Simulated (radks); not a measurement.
Problem. The mean radii <r> (bohr) of the occupied orbitals of an atom or ion are listed with their occupations. Method: Dirac Kohn-Sham, BLYP, spin-unpolarised, spherical densities, finite nucleus; Fermi nuclear charge, rms radius of each element as measured or else 0.836 A^(1/3) + 0.57 fm; computed with a radial shooting solver on a logarithmic mesh with Libxc functionals.

| orbital | occ. | <r> |
|---|---|---|
| 1s1/2 | 2 | 0.02558 |
| 2s1/2 | 2 | 0.1093 |
| 2p1/2 | 2 | 0.09192 |
| 2p3/2 | 4 | 0.09792 |
| 3s1/2 | 2 | 0.2917 |
| 3p1/2 | 2 | 0.2815 |
| 3p3/2 | 4 | 0.2935 |
| 3d3/2 | 4 | 0.2644 |
| 3d5/2 | 6 | 0.2681 |
| 4s1/2 | 2 | 0.6734 |
| 4p1/2 | 2 | 0.6961 |
| 4p3/2 | 4 | 0.7233 |
| 4d3/2 | 4 | 0.7918 |
| 4d5/2 | 6 | 0.8016 |
| 5s1/2 | 2 | 1.575 |
| 5p1/2 | 2 | 1.739 |
| 5p3/2 | 2 | 1.803 |

Name the element and its charge. Open shells, if any, fill j = l - 1/2 first.

Solution. Z = 56, barium, charge +4: Ba4+ in [Kr] 4d10 5s2 5p4. The 1s radius gives Z: for a bare nucleus <r> = (2 gamma + 1)/(2Z) with gamma = sqrt(1 - (Z/c)^2), 0.02523 bohr for Z = 56, and screening makes it slightly larger (0.02558 here). The occupations add up to 52, and the charge is Z minus that.
